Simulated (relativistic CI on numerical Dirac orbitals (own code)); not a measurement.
**Cu²⁺ in a cubic cluster: 2p photoemission with charge transfer**

Computed with a charge-transfer multiplet model of a cubic metal-ligand cluster with up to one ligand hole, Slater and spin-orbit integrals from Dirac-Coulomb-Breit ions, Slater integrals scaled by 0.8. The parameters are those of a tetrahedral site (10Dq negative, t2 hopping the larger). The ground state mixes d9 with configurations of k ligand holes L, whose averages lie at kΔ + k(k − 1)U_dd/2; a core hole lowers each added d electron by U_cd. 300 K, Lorentzian 0.6 eV and Gaussian 0.8 eV FWHM.

Atomic integrals in eV (Slater integrals scaled, ζ unscaled), ground: F2dd 11.066, F4dd 6.905, zeta_d 0.099; with the core hole: F2dd 11.066, F4dd 6.905, zeta_d 0.138, zeta_core 13.377, F2cd 7.060, G1cd 5.412, G3cd 3.079.

Cluster parameters (eV): Δ = 4.2, U_dd = 7.2, U_cd = 8.8, 10Dq = -0.45, 10Dq(ligand) = 0, final-state hopping factor = 0.9.

```json
{"Case": "V(eg) = 0.58 eV, V(t2g) = -0.98 eV", "n_d": "9.04", "d9": "0.96", "d10L": "0.04", "S": "0.50"}
{"Case": "V(eg) = 1.18 eV, V(t2g) = -2 eV", "n_d": "9.13", "d9": "0.87", "d10L": "0.13", "S": "0.50"}
{"Case": "V(eg) = 1.48 eV, V(t2g) = -2.51 eV", "n_d": "9.17", "d9": "0.83", "d10L": "0.17", "S": "0.50"}
{"Case": "V(eg) = 2.08 eV, V(t2g) = -3.53 eV", "n_d": "9.23", "d9": "0.77", "d10L": "0.23", "S": "0.50"}
{"Case": "V(eg) = 2.38 eV, V(t2g) = -4.04 eV", "n_d": "9.26", "d9": "0.74", "d10L": "0.26", "S": "0.50"}
```

Weights, n_d and S are thermal averages at 300 K. Binding energies count from the first peak over 30 % of the highest in each spectrum, which can be another peak from case to case. The parameters are a model scan and need not match a compound or its usual spin state. Peaks in eV (height, largest 100):
- V(eg) = 0.58 eV, V(t2g) = -0.98 eV: 0.0 (37), 3.6 (100), 6.5 (51), 20.1 (15), 25.1 (77)
- V(eg) = 1.18 eV, V(t2g) = -2 eV: 0.0 (100), 4.6 (63), 7.4 (42), 20.2 (46), 26.1 (59)
- V(eg) = 1.48 eV, V(t2g) = -2.51 eV: 0.0 (100), 5.4 (39), 8.0 (29), 20.3 (49), 26.8 (40)
- V(eg) = 2.08 eV, V(t2g) = -3.53 eV: 0.0 (100), 7.2 (21), 9.3 (17), 20.3 (53), 28.2 (23)
- V(eg) = 2.38 eV, V(t2g) = -4.04 eV: 0.0 (100), 8.1 (17), 10.0 (14), 20.3 (54), 29.0 (18)

Curve for V(eg) = 0.58 eV, V(t2g) = -0.98 eV (points under 2 left out, the grid thinned):

(E (eV), Intensity): (-2.0, 2.0), (-1.5, 3.4), (-1.1, 6.3), (-0.6, 18.0), (-0.2, 33.5), (0.3, 31.1), (0.7, 16.3), (1.2, 7.8), (1.6, 7.1), (2.1, 10.2), (2.5, 19.5), (3.0, 56.4), (3.5, 99.6), (3.9, 83.4), (4.4, 47.9), (4.8, 33.9), (5.3, 27.2), (5.7, 26.6), (6.2, 43.0), (6.6, 50.6), (7.1, 27.9), (7.5, 12.2), (8.0, 5.2), (8.5, 3.0), (8.9, 2.2), (19.2, 3.9), (19.6, 9.0), (20.1, 15.3), (20.5, 11.5), (21.0, 4.6), (21.4, 2.6), (21.9, 2.1), (22.3, 2.3), (22.8, 3.0), (23.3, 4.9), (23.7, 8.7), (24.2, 24.2), (24.6, 52.6), (25.1, 77.2), (25.5, 62.4), (26.0, 27.3), (26.4, 11.6), (26.9, 5.1), (27.3, 3.2), (27.8, 2.0)

For the case V(eg) = 1.48 eV, V(t2g) = -2.51 eV, Δ = 4.2 eV is smaller than U_dd = 7.2 eV, the charge-transfer side of the Zaanen-Sawatzky-Allen scheme. With the core hole the average of the configuration with one ligand hole lies at Δ − U_cd = -4.6 eV before mixing: it lies below the unscreened one, so the lowest final states are mostly screened and the unscreened weight appears at higher binding energy as a satellite.
